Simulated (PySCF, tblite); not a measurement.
Isomers of C5H4FNO. Computed with GFN2-xTB (tblite): harmonic, unscaled wavenumbers at the GFN2-xTB geometry, gas phase. The method is semi-empirical: single wavenumbers can be off by several per cent or more. One conformer each.

Electronic energies: PBE0/pcSseg-1 single points on the GFN2-xTB geometries (PySCF, gas phase).

```
            SMILES  electronic energy, lowest = 0 (kcal/mol)
[O-][n+]1ccc(F)cc1                                      38.0
        Oc1ccncc1F                                       0.0
   N#CC/C(F)=C/C=O                                      30.0
```

Problem. How do GFN2-xTB zero-point energies change the relative energies?

Solution. 
| SMILES | ZPE (kcal/mol) | of it from modes above 1550 cm⁻¹ | electronic (kcal/mol) | with ZPE, lowest = 0 (kcal/mol) | lowest mode (cm⁻¹) | rings |
| --- | --- | --- | --- | --- | --- | --- |
| Oc1ccncc1F | 51.2 | 22.7 | 0.0 | 0.0 | 172 | 1 |
| N#CC/C(F)=C/C=O | 49.1 | 25.3 | 30.0 | 27.9 | 27 | 0 |
| [O-][n+]1ccc(F)cc1 | 51.5 | 20.2 | 38.0 | 38.2 | 139 | 1 |

The zero-point energies span 2.4 kcal/mol, from `N#CC/C(F)=C/C=O` to `[O-][n+]1ccc(F)cc1`. The order is unchanged.

Problem. And how do the electronic energies of GFN2-xTB itself compare?

Solution. `Oc1ccncc1F` 0.0; `N#CC/C(F)=C/C=O` 51.2; `[O-][n+]1ccc(F)cc1` 31.5 kcal/mol, lowest = 0. Against the energies above, taken from the same isomer `Oc1ccncc1F`, the largest difference is 21.2 kcal/mol.

Problem. What do entropy and thermal enthalpy add at 298.15 K and 1 bar (rigid rotor, harmonic oscillator, one conformer each)?

Solution. 
```csv
SMILES,point group,symmetry number,S (cal/(mol K)),H − H(0) (kcal/mol),ZPE + H − H(0) − TS (kcal/mol)
Oc1ccncc1F,Cs,1,79.3,4.58,32.1
N#CC/C(F)=C/C=O,C1,1,91.6,5.75,27.5
[O-][n+]1ccc(F)cc1,C2v,2,77.0,4.42,32.9
```
